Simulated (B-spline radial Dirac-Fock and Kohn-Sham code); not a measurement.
Anomalous scattering factors of Tm, 799.3 eV to 6.4039 keV

Calculated with a B-spline atomic structure program, using the dispersion relation over Dirac-Hartree-Slater subshell photoionisation cross sections, with the Kissel-Pratt high-energy constant (isolated atom, no bound-bound lines or fine structure). The forward scattering factor is f₀ + f′ + i f″.

Edges near this range: M1 2307.0 eV, M2 2090.0 eV, M3 1885.0 eV, M4 1515.0 eV, M5 1468.0 eV.

```
hν (eV)  λ (Å)   f′ (e)  f″ (e)  tabulated f′  tabulated f″
  799.3  15.51  -28.722  13.952             –         12.67
  966.3  12.83  -28.479  11.949             –         11.38
   1000  12.40  -28.600  11.596        -28.81         11.13
 1253.6  9.890  -31.861   9.390        -32.10          8.54
   1285  9.649  -32.728   9.163        -33.03          8.31
   1400  8.856  -38.397   8.397        -39.27          7.61
   1480  8.377  -55.929  15.905        -52.74         26.08
   1485  8.349  -55.388  19.098        -51.61         26.08
 1486.9  8.338  -54.962  20.080        -51.15         26.07
   2000  6.199        ?       ?             ?             ?
   2397  5.172  -10.991  26.053        -10.92         25.05
 2984.4  4.154   -6.085  19.358         -6.14         18.95
   3199  3.876   -5.315  17.559         -5.34         17.03
   3704  3.347   -4.339  14.224         -4.38         13.59
   4000  3.100   -4.091  12.704         -4.17         12.06
   4364  2.841   -3.977  11.155         -4.04         10.53
 4510.9  2.749   -3.974  10.612         -4.04         10.01
   4612  2.688   -3.983  10.262         -4.04          9.67
   4754  2.608   -4.009   9.800         -4.05          9.22
   4997  2.481   -4.086   9.082         -4.12          8.54
 5414.7  2.290   -4.291   8.028         -4.33          7.55
   5861  2.115   -4.594   7.101         -4.62          6.70
   6000  2.066   -4.705   6.847         -4.73          6.47
 6403.9  1.936   -5.073   6.184         -5.12          5.88
```

Question: What are f′ and f″ at 2000 eV?

Answer: f′ = -18.348 and f″ = 29.776 electrons (tables: -18.40 and 28.82). By the optical theorem f″ corresponds to a photoabsorption cross section 2 rₑ λ f″ = 1.04e+06 b.

Tabulated f′: xraylib 4.2 anomalous scattering factors (Cullen et al., EPDL97); f″: Chantler's tables (J. Phys. Chem. Ref. Data 1995 and 2000). Both are theoretical tables.
